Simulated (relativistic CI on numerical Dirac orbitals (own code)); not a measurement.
Ligand-field terms of d4

Computed with a parametric ligand-field model of a d^n configuration (Racah B and C, spin-orbit zeta, crystal field), exact diagonalisation.

Field parameters in Wybourne normalisation: Td as Oh with Dq negative (B⁴₀ = 21Dq, B⁴₄ = √(5/14) B⁴₀). The field is a parameter set, without covalency.

B = 370 cm⁻¹, C = 1800 cm⁻¹ (C/B = 4.86), Td, no spin-orbit coupling. Tanabe-Sugano data, E/B above the lowest term (Δ = |10Dq|; b, c mark the second and third term of a kind):

| Δ/B | 5T2 | 5E | 3T1 | 3T2 | 3T1(b) | 1A1 | 1T1 |
| --- | --- | --- | --- | --- | --- | --- | --- |
| 1.0 | 0.00 | 1.00 | 23.23 | 23.53 | 24.18 | 34.44 | 34.82 |
| 2.8 | 0.00 | 2.81 | 22.35 | 23.36 | 24.59 | 31.96 | 33.58 |
| 4.6 | 0.00 | 4.59 | 21.09 | 22.92 | 24.63 | 29.04 | 32.12 |
| 6.4 | 0.00 | 6.41 | 19.63 | 22.22 | 24.63 | 25.89 | 30.54 |
| 8.2 | 0.00 | 8.19 | 18.11 | 21.33 | 24.64 | 22.69 | 28.93 |
| 10.0 | 0.00 | 10.00 | 16.51 | 20.26 | 24.64 | 19.38 | 27.27 |
| 11.8 | 0.00 | 11.81 | 14.88 | 19.07 | 24.65 | 16.02 | 25.59 |
| 13.6 | 0.00 | 13.59 | 13.25 | 17.81 | 24.66 | 12.68 | 23.91 |
| 15.4 | 0.00 | 15.41 | 11.57 | 16.45 | 24.67 | 9.26 | 22.19 |
| 17.2 | 0.00 | 17.19 | 9.91 | 15.05 | 24.67 | 5.87 | 20.49 |
| 19.0 | 0.00 | 19.00 | 8.21 | 13.58 | 24.68 | 2.41 | 18.76 |
| 20.8 | 1.06 | 21.87 | 7.56 | 13.13 | 25.74 | 0.00 | 18.07 |

The ground term changes from 5T2 to 1A1 between Δ/B = 19.0 and 20.8.
